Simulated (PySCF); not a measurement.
CH5NbO2S, multiplicity 1. Atoms are numbered in the order given.

```xyz
10

Nb    -0.0886    -0.1948     0.0000
S      0.1455     1.9534     0.0000
O     -0.9059    -0.8258    -1.5823
H     -1.2630    -0.4204    -2.3822
O     -0.9059    -0.8258     1.5823
H     -1.2630    -0.4204     2.3822
C      1.9194    -0.9756     0.0000
H      2.4707    -0.6408     0.8942
H      1.8666    -2.0795     0.0000
H      2.4707    -0.6408    -0.8942
```

Geometry optimised at B3LYP-D3(BJ)/def2-SVP. The multiplicity is an assumed one; no other spin state was optimised. The structure was generated by enumeration; whether it is a known compound was not checked. The def2 effective core potentials stand for the cores of Nb; spin–orbit coupling is left out. The values are those of a single conformer.

The numbers are results of PBE/def2-TZVP run with PySCF, not measurements.

Gas-phase values at a fixed geometry.

```
Quantity                                                                                                         Value
---------------------------------------------------------------------------------------------  -----------------------
total energy                                                                                        -646.65519 hartree
point group                                                                                                         Cs
highest occupied level                                                                                        -6.39 eV
lowest empty level                                                                                            -2.59 eV
orbital gap                                                                                                    3.80 eV
dipole moment                                                                                                0.344 e·Å
quadrupole, principal values (traceless, Buckingham form, about the centre of nuclear charge)  -12.83, 1.15, 11.67 D·Å
mean static polarisability                                                                       84.0 bohr³ (12.45 Å³)
polarisability, principal values                                                                74.3, 78.5, 99.3 bohr³
```
